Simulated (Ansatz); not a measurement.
**Several solutions for quintet CrO in separate pieces**

```csv
atom,x (Å),y (Å),z (Å)
Cr,0.0000,0.0000,0.0000
O,0.0000,0.0000,7.0000
```

Basis set: def2-SVP (spherical functions). Charge 0, multiplicity 5.

UHF was run from several starts with Ansatz (development build ahead of 0.2.0).

```csv
run,program,start,converged,energy (hartree),<S²>
A,Ansatz,search for the lowest state,yes,-1117.91718,8.01
B,Ansatz,stability test followed,yes,-1117.79889,7.02
C,Ansatz,"atomic start, no search",yes,-1117.79287,7.01
```

Q: Which runs reached the lowest solution of this kind, and what is wrong with the others?

A: A reached the lowest solution found. Converged but too high: B by 3.22 eV, C by 3.38 eV. Convergence only shows a stationary point, and even a stable one can lie too high; stability tests and further starts are what find lower ones. Caution: the unrestricted determinant is a mixture of spin states.
